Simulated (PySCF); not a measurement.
F2Sr, charge +1, doublet, at a GFN2-xTB geometry (such geometries of metal compounds can be far from the true shape) (a state made from the parent by changing its charge; the spin is typed, not shown lowest) (core potentials on Sr); DF-PBE/LANL2DZ (PySCF).

PySCF was given this input:
```python
from pyscf import gto, scf, dft

mol = gto.M(
    atom='''
Sr   -0.51111909   -0.11805827   -0.04548426
F     0.91037426    1.34179717   -0.84459637
F     1.24768413   -0.84332893    1.03664102
''',
    basis='lanl2dz',
    ecp={'Sr': 'lanl2dz'},
    charge=1,
    spin=1,
    verbose=4,
)

mf = dft.UKS(mol)
mf.xc = 'pbe'
mf = mf.density_fit(auxbasis='def2-universal-jkfit')
mf.kernel()
mf.analyze()
```

Task: Write the output that PySCF gives for this input, abridged.

Result: 
```
PySCF version 2.14.0

[INPUT] verbose = 4
[INPUT] num. atoms = 3
[INPUT] num. electrons = 27
[INPUT] charge = 1
[INPUT] spin (= nelec alpha-beta = 2S) = 1
[INPUT] symmetry False subgroup None
[INPUT] Mole.unit = angstrom
[INPUT] Symbol           X                Y                Z      unit          X                Y                Z       unit  Magmom
[...]
nuclear repulsion = 58.2848976764709
number of shells = 15
number of NR pGTOs = 73
number of NR cGTOs = 30
basis = lanl2dz
ecp = {'Sr': 'lanl2dz'}

******** <class 'pyscf.df.df_jk.DFUKS'> ********
method = DFUKS
initial guess = minao
damping factor = 0
level_shift factor = 0
DIIS = <class 'pyscf.scf.diis.CDIIS'>
diis_start_cycle = 1
diis_space = 8
diis_damp = 0
SCF conv_tol = 1e-09
SCF conv_tol_grad = None
SCF max_cycles = 50
direct_scf = False
number electrons alpha = 14  beta = 13
XC library pyscf.dft.libxc version 7.1.2
    S. Lehtola, C. Steigemann, M. J. T. Oliveira, and M. A. L. Marques,  SoftwareX 7, 1–5 (2018)
XC functionals = pbe
    J. P. Perdew, K. Burke, and M. Ernzerhof,  Phys. Rev. Lett. 77, 3865 (1996)
    J. P. Perdew, K. Burke, and M. Ernzerhof,  Phys. Rev. Lett. 78, 1396 (1997)
    J. P. Perdew, K. Burke, and M. Ernzerhof,  Phys. Rev. Lett. 77, 3865 (1996)
    J. P. Perdew, K. Burke, and M. Ernzerhof,  Phys. Rev. Lett. 78, 1396 (1997)
radial grids:
    Treutler-Ahlrichs [JCP 102, 346 (1995); DOI:10.1063/1.469408] (M4) radial grids

becke partition: Becke, JCP 88, 2547 (1988); DOI:10.1063/1.454033
pruning grids: <function nwchem_prune>
grids dens level: 3
symmetrized grids: False
atomic radii adjust function: <function treutler_atomic_radii_adjust>
small_rho_cutoff = 0
Set gradient conv threshold to 3.16228e-05
tot grids = 50440
init E= -230.817715687678

cycle= 1 E= -228.046818379554  delta_E= 2.77  |g|= 1.44  |ddm|= 2.21
cycle= 2 E= -220.701724445871  delta_E= 7.35  |g|=  3.3  |ddm|= 4.42
cycle= 3 E= -229.616243247401  delta_E= -8.91  |g|= 0.406  |ddm|= 3.86
cycle= 4 E= -229.679957873679  delta_E= -0.0637  |g|= 0.0998  |ddm|= 0.427
cycle= 5 E= -229.482504345748  delta_E= 0.197  |g|= 0.568  |ddm|= 0.733
cycle= 6 E= -229.665425847927  delta_E= -0.183  |g|= 0.184  |ddm|= 0.501
cycle= 7 E= -229.683467236709  delta_E= -0.018  |g|= 0.071  |ddm|= 0.265
cycle= 8 E= -229.686267576877  delta_E= -0.0028  |g|= 0.0178  |ddm|= 0.0577
cycle= 9 E= -229.68645848622  delta_E= -0.000191  |g|= 0.00175  |ddm|= 0.0228
cycle= 10 E= -229.686460461554  delta_E= -1.98e-06  |g|= 0.000158  |ddm|= 0.00341
cycle= 11 E= -229.686460484578  delta_E= -2.3e-08  |g|= 2.35e-05  |ddm|= 0.000693
cycle= 12 E= -229.686460483899  delta_E= 6.79e-10  |g|= 4.27e-05  |ddm|= 8.42e-05
cycle= 13 E= -229.686460484802  delta_E= -9.04e-10  |g|= 1.66e-05  |ddm|= 2.62e-05
Extra cycle  E= -229.686460313643  delta_E= 1.71e-07  |g|= 0.000547  |ddm|= 0.000554
SCF not converged.
SCF energy = -229.686460313643 after 50 cycles  <S^2> = 0.75137287  2S+1 = 2.0013724
**** SCF Summaries ****
Total Energy =                        -229.686460313643124
Nuclear Repulsion Energy =              58.284897676470919
One-electron Energy =                 -440.377216688314547
Two-electron Energy =                  152.405858698200547
Two-electron Coulomb Energy =          177.255576189945344
DFT Exchange-Correlation Energy =      -24.849717491744798
**** MO energy ****
                             alpha | beta                alpha | beta
[...]
spin_pop of  0 Sr 4s        0.00000
spin_pop of  0 Sr 5s       -0.00349
spin_pop of  0 Sr 6s       -0.00020
spin_pop of  0 Sr 4px       0.00001
spin_pop of  0 Sr 4py       0.00000
spin_pop of  0 Sr 4pz       0.00000
spin_pop of  0 Sr 5px      -0.00081
spin_pop of  0 Sr 5py       0.00081
spin_pop of  0 Sr 5pz       0.00036
spin_pop of  0 Sr 6px      -0.00024
spin_pop of  0 Sr 6py       0.00010
spin_pop of  0 Sr 6pz       0.00004
spin_pop of  1 F 1s       -0.00000
spin_pop of  1 F 2s        0.00059
spin_pop of  1 F 3s       -0.00018
spin_pop of  1 F 2px       0.17492
spin_pop of  1 F 2py       0.14513
spin_pop of  1 F 2pz       0.18228
spin_pop of  1 F 3px      -0.00046
spin_pop of  1 F 3py      -0.00054
spin_pop of  1 F 3pz      -0.00057
spin_pop of  2 F 1s       -0.00000
spin_pop of  2 F 2s        0.00059
spin_pop of  2 F 3s       -0.00018
spin_pop of  2 F 2px       0.07730
spin_pop of  2 F 2py       0.29193
spin_pop of  2 F 2pz       0.13415
spin_pop of  2 F 3px      -0.00035
spin_pop of  2 F 3py      -0.00071
spin_pop of  2 F 3pz      -0.00052
In total            14.00000 | 13.00000

WARN: System has nonzero charge 1; the dipole moment is origin-dependent.
Location of origin: [0. 0. 0.]

Dipole moment(X, Y, Z, Debye): -9.25565, -2.14358, -0.81895
```

Convergence was not reached.
